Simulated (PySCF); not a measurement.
C₂H₄BF₂N, SMILES C/N=C/B(F)F. Atoms are numbered in the order given.

```xyz
10

C     -0.0763    -2.6883     0.0000
N      0.3711    -1.3198     0.0000
C     -0.4933    -0.3815     0.0000
B     -0.0213     1.1139     0.0000
F     -0.9164     2.0901     0.0000
F      1.2497     1.4550     0.0000
H      0.3447    -3.2023     0.8809
H      0.3447    -3.2023    -0.8809
H     -1.1789    -2.8077     0.0000
H     -1.5840    -0.6051     0.0000
```

Geometry: B3LYP-D3(BJ)/def2-SVP. The structure was generated by enumeration; whether it is a known compound was not checked. Other conformers were not sampled.

Two levels are set side by side: PBE/pcSseg-1 (PySCF) and PBE0/pcSseg-1 (PySCF). GIAO shifts against BF3 (¹¹B), CFCl3 (¹⁹F), NH3 (¹⁵N), TMS (¹H), TMS (¹³C) at the same level; non-relativistic, no solvent, atoms listed together averaged. Differences are taken from unrounded values.

```json
[
 {"quantity": "δ(¹³C) of C1 (ppm)", "PBE": "62.8"},
 {"quantity": "δ(¹⁵N) of N2 (ppm)", "PBE": "502.1"},
 {"quantity": "δ(¹³C) of C3 (ppm)", "PBE": "171.2"},
 {"quantity": "δ(¹¹B) of B4 (ppm)", "PBE": "6.7"},
 {"quantity": "δ(¹H) of H10 (ppm)", "PBE": "8.35"}
]
```

Q: These are the PBE values. What does PBE0 give? (The exact figures need the calculation; the answer reports its results.)

A: 
```
quantity             PBE0  PBE minus PBE0
------------------  -----  --------------
δ(¹³C) of C1 (ppm)   60.6             2.2
δ(¹⁵N) of N2 (ppm)  510.8            -8.8
δ(¹³C) of C3 (ppm)  172.3            -1.1
δ(¹¹B) of B4 (ppm)    7.4            -0.7
δ(¹H) of H10 (ppm)   8.29            0.06
```

Rough cost on one machine, each run with all the roots and properties that it gave: PBE0 against PBE within a factor of 2.
